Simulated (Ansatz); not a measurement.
`C[O][Mg][O]C` + `[NH2][SnH3]` → `C[O][Mg][NH2]` + `C[O][SnH3]`  (redistribution)

Isolated molecules relaxed with PBE0-D4/def2-TZVP in Ansatz; ΔE leaves out vibrations. CBS: MP2 limit from def2 TZ/QZ plus the TZ coupled-cluster correction, frozen cores. Functionals use def2-TZVPP. HSE06 is defined as in plane-wave codes. def2 core potentials past Kr. For Mg, Sn outer-core shells are correlated without core-valence functions, which leaves a few kJ/mol of doubt a bond. Each species was taken in one conformer, which may not be the lowest.

Problem. Is it downhill or uphill in electronic energy at CCSD(T)/CBS, and by how much? (Best estimate.)

Solution. Ansatz gave: Uphill: ΔE = +0.37 eV.

Problem. What do these levels give: BLYP-D4, HSE06-D4, r2SCAN, PBE0, r2SCANh, HSE06? (Estimate.)

Solution. Computed: BLYP-D4 0.32, HSE06-D4 0.37, r2SCAN 0.37, PBE0 0.39, r2SCANh 0.38, HSE06 0.39 eV.

Largest T1 diagnostic among the species: 0.013.

At CCSD(T), def2-SVP lies +0.13 eV from the extrapolated value and def2-TZVPP +0.01 eV. From PBE to PBE0 (25 % exact exchange), in def2-TZVPP and without D4, ΔE moves by +0.04 eV.
